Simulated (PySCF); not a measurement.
BCl, SMILES [B]Cl (connectivity only; charge and spin as stated), charge +1, multiplicity 2. Geometry optimised at B3LYP-D3(BJ)/def2-TZVPD.

The numbers are results of B3LYP-D3(BJ)/def2-TZVPD (PySCF 2.14.0), not measurements.

Harmonic wavenumbers (cm⁻¹): 1139. Rotational constants (GHz): 23.82 (linear); symmetry number 1.

Question: Work out the zero-point energy and the ideal-gas rigid-rotor harmonic-oscillator thermochemistry at 298.15 K and 1 atm.

Answer: ZPE = ½ Σ hcν = ½ × 1139 cm⁻¹ = 1.63 kcal/mol. H − E(el) = 3.72 kcal/mol. Entropy in cal/(mol K): translation 37.42, rotation 13.04, vibration 0.05, spin 1.38, total 51.89. G − E(el) = -11.76 kcal/mol. Cp = 7.20 cal/(mol K).
